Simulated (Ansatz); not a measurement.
CH2F2GeO, SMILES `[F][Ge]1([F])[CH2][O]1`. Total charge 0; spin multiplicity 1. The structure was optimised at the PBE0-D4/def2-TZVP level.

```xyz
7

F    -0.909   -1.195    1.763
Ge    0.099   -0.675    0.487
F     1.252   -1.922    0.319
C     0.020    0.945   -0.445
O    -0.736   -0.185   -1.009
H    -0.594    1.761   -0.070
H     0.868    1.270   -1.046
```

What is the dipole moment at r2SCAN/def2-TZVPP? (Best estimate.)

Ansatz gave: 2.67 D, with components (1.06, 2.42, 0.37) D in this frame, pointing from negative to positive charge.

And with PBE, B3LYP, ωB97M-V? (An estimate is asked.)

The calculation gave: PBE 2.57 D, B3LYP 2.79 D, ωB97M-V 2.78 D.

Give the Mulliken charges with r2SCAN, B3LYP, PBE in def2-TZVPP. (Best estimate.)

The calculation gave: 
```
atom  r2SCAN  B3LYP    PBE
  F1   -0.33  -0.33  -0.29
 Ge2    0.90   0.93   0.81
  F3   -0.33  -0.33  -0.29
  C4   -0.01  -0.09  -0.10
  O5   -0.42  -0.42  -0.36
  H6    0.09   0.13   0.11
  H7    0.09   0.13   0.11
```

B3LYP here is the variant with VWN-RPA as its local correlation; programs differ in this.
